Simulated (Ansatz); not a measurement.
Geometry optimisation, RKS BLYP-D4/def2-SVP (Ansatz 0.2.0).

Input:

```yaml
crystal:
  periodic: [false, false, false]
  atoms:
    - { symbol: Ge, position_ang: [0.073583, 0.612649, -0.368436] }
    - { symbol: H, position_ang: [0.722907, -0.556719, 2.045209] }
    - { symbol: Cl, position_ang: [1.825731, -0.653717, -0.682781] }
    - { symbol: H, position_ang: [-0.327295, 1.195758, -1.747231] }
    - { symbol: H, position_ang: [-1.036648, -0.207513, 0.321993] }
    - { symbol: Br, position_ang: [0.638694, 2.46932, 1.018219] }
    - { symbol: H, position_ang: [0.683428, 0.076221, 2.384928] }
basis:
  gaussian: { orbitals: def2-SVP }
hamiltonian:
  xc: blyp
  dispersion: d4
relax:
  f_tol: 0.03
  max_steps: 50
output:
  orbitals: {}
```

Run as:

```bash
$ ansatz run input.yaml --threads 2 --pin off --max-ram 3072MiB --backend cpu --events-out ev --progress --plain --runs-dir out
```

Problem. Where does it end, and by what steps?

Solution. The forces met the threshold. The force dipped under the threshold on the way, but the program's further checks kept it going. After 25 steps the energy has fallen by 0.186 eV; H7 moved furthest, 1.10 Å.

```csv
step,energy less start (eV),largest force component (eV/Å),accepted
0,0.0000,1.711,yes
1,-0.1273,0.097,yes
2,-0.1636,0.138,yes
3,-0.1708,0.233,yes
4,-0.1742,0.081,yes
5,-0.1749,0.023,yes
6,-0.1753,0.059,yes
7,-0.1757,0.118,yes
8,-0.1763,0.121,yes
9,-0.1776,0.143,yes
10,-0.1786,0.103,yes
11,-0.1820,0.052,yes
12,-0.1826,0.066,yes
13,-0.1738,0.602,no
14,-0.1834,0.038,yes
15,-0.1833,0.172,no
16,-0.1838,0.047,yes
17,-0.1839,0.071,yes
18,-0.1844,0.087,yes
19,-0.1848,0.003,yes
20,-0.1850,0.010,yes
21,-0.1838,0.271,no
22,-0.1853,0.055,yes
23,-0.1854,0.062,yes
24,-0.1854,0.105,no
25,-0.1856,0.025,yes
```

```xyz
7
Properties=species:S:1:pos:R:3
Ge -0.009 0.845 -0.581
H 1.078 -0.833 2.399
Cl 1.737 -0.476 -0.469
H -0.312 1.088 -2.080
H -1.156 0.190 0.225
Br 0.521 2.901 0.402
H 0.720 -0.778 3.076
```

Whether the end is a true minimum wasn't checked by a vibrational analysis.

The run took 43 s on 2 threads of Arm Neoverse V1, with other jobs on the host, peak memory 0.13 GiB.
